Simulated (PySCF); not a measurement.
**Removing the step error of a finite difference**

System: methanol (CH4O), singlet, geometry from GFN2-xTB, atoms displaced at random by about 0.03 Å a coordinate. Level: HF/def2-SVP, gradient in PySCF. Sums are taken with unrounded values, so a last digit can differ.

Central differences of the energy along y of atom 6 gave a gradient component of 0.005258 Eh/bohr at step 0.05 and 0.005307 Eh/bohr at step 0.2 (atomic units).

Problem. Extrapolate to zero step.

Solution. The leading error of a symmetric difference goes as h², so A(h) = A0 + c h². Then c = (0.005307 - (0.005258))/(0.2² - 0.05²) = 0.00131 (atomic units) and A0 = 0.005258 - c × 0.05² = 0.005255 Eh/bohr. The analytic value from the same program and level is 0.005255 Eh/bohr: the smaller step missed it by 0.000003, the extrapolation by 0.000000.
